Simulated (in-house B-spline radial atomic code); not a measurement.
A fraction x of an electron is removed from 4s in Ge3+, starting from [Ar] 3d10 4s1 and keeping the highest spin. Computed with a radial B-spline atomic code at the basis-set limit: scalar-relativistic (X2C) OLYP, spin-polarised, spherical fractional occupations, Fermi nucleus of rms radius 4.0742 fm.

```csv
x,E(x) - E(0) (eV),4s up level (eV)
0,0.0000,-40.792
0.1,4.1321,-41.849
0.23,9.6619,-43.227
0.26,10.9635,-43.546
0.44,18.9754,-45.483
0.5,21.7241,-46.144
0.51,22.1861,-46.255
0.63,27.8181,-47.625
0.81,36.5887,-49.879
1,46.3255,-
```

The exact functional would give a straight line between the two integer points. Deviations E(x) - E(0) - x[E(1) - E(0)], in eV: -0.5 at x = 0.1, -0.993 at x = 0.23, -1.081 at x = 0.26, -1.408 at x = 0.44, -1.439 at x = 0.5, -1.44 at x = 0.51, -1.367 at x = 0.63, -0.935 at x = 0.81.

The curve lies below the straight line by up to 1.44 eV (at x = 0.51): convex, the delocalisation error that favours fractional charges.

(1) How well does Slater's transition state (minus the level at half occupation) give the ionisation energy?

Answers

(1) It gives 46.144 eV against 46.325 eV from the two total energies; NIST lists 45.72 eV, ground level to ground level.
